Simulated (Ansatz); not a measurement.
`C[S][Ge][F]`, relaxed with RKS PBE-D4/def2-SVP in Ansatz from a rough embedded geometry. The force threshold is 0.03 eV/Å; the program also tests the step.

The species carries charge 0 and has multiplicity 1.

Start:

```xyz
7

C    -0.088   -0.893   -0.067
S     1.475    0.037   -0.057
Ge    0.502    1.805    0.816
F    -0.775    2.489   -0.338
H     0.182   -1.937   -0.510
H    -0.465   -1.066    0.913
H    -0.831   -0.435   -0.757
```

(1) By how much does the energy fall, and how many steps does the optimiser take? (Best estimate.)

(2) Which bonds change most? (Best estimate.)

(3) Give the relaxed structure. (Estimate.)

Results:

(1) The calculation gave: 75.19 kJ/mol, in 9 steps.

(2) Computed: S2–Ge3 from 2.199 to 2.265 Å; C1–H5 from 1.165 to 1.107 Å; Ge3–F4 from 1.852 to 1.795 Å; C1–H6 from 1.065 to 1.107 Å.

(3) Computed: 
```xyz
7

C    -0.125   -0.904   -0.044
S     1.357   -0.005    0.554
Ge    0.830    2.185    0.322
F    -0.823    1.992   -0.352
H     0.175   -1.559   -0.884
H    -0.517   -1.526    0.783
H    -0.897   -0.184   -0.378
```
